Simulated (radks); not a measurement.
Values are calculated unless marked as measured or tabulated.
Question: Ionisation of Xe3+, [Kr] 4d10 5s2 5p3, to Xe4+, [Kr] 4d10 5s2 5p2, under several functionals. Dirac Kohn-Sham, spin-unpolarised, spherical densities, finite nucleus; open shells are shared between the two j in proportion to 2j + 1; a radial shooting solver on a logarithmic mesh with Libxc functionals. Known Delta-SCF values: LDA (Slater exchange, VWN5 correlation) 42.682 eV; SOGGA 42.313 eV. What does exchange-only PBE give, and what is its highest occupied eigenvalue?

Answer: 41.266 eV by Delta-SCF; the 5p3/2 eigenvalue is -35.301 eV. NIST: 42.2 eV (measured).

Beside tabulated values, note that spin-unpolarised runs miss the spin-polarisation part of the exchange energy of open shells.
